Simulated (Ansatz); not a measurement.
Species: sum formula AlBrF$_{2}$, net charge 0, singlet state. 
Structure (B3LYP-D3(BJ)/def2-TZVP (Ansatz, a program for electronic structure) minimum search):
```xyz
4

F     -1.8351    -1.3065    -0.3165
Al    -0.9438     0.0515    -0.1160
F     -1.7061     1.4999    -0.1189
Br     1.2611    -0.0689     0.1550
```
Charge 0, spin multiplicity 1.

Property: atomisation energy (electronic, to ground-state atoms), in kJ/mol. Cores are frozen in the correlated levels unless marked. UHF or UKS for open shells. Spin-orbit coupling is left out. Frozen are the shells of the preceding noble gas and the d and f shells that filled before the atom's block. Non-relativistic. The coupled-cluster limit lacks core correlation, which all-electron functionals hold. CBS marks a two-point X^-3 extrapolation of the correlation energy; Hartree-Fock from the larger set.

| level | program | atomisation energy (kJ/mol) |
|---|---|---|
| PBE/def2-TZVPD | Ansatz | 1556.5 |
| PBE-D3(BJ)/def2-TZVPD | Ansatz + dftd3 | 1562.6 |
| BLYP-D4/def2-TZVPD | Ansatz + dftd4 | 1533.9 |
| r2SCAN-D4/def2-TZVPD | Ansatz + dftd4 | 1568.8 |

Question: What does CCSD(T)/CBS(def2-TZVPPD,def2-QZVPPD) (Ansatz) give?

Answer: 1576.2 kJ/mol, so r2SCAN-D4/def2-TZVPD differs from it by -7.4 kJ/mol.
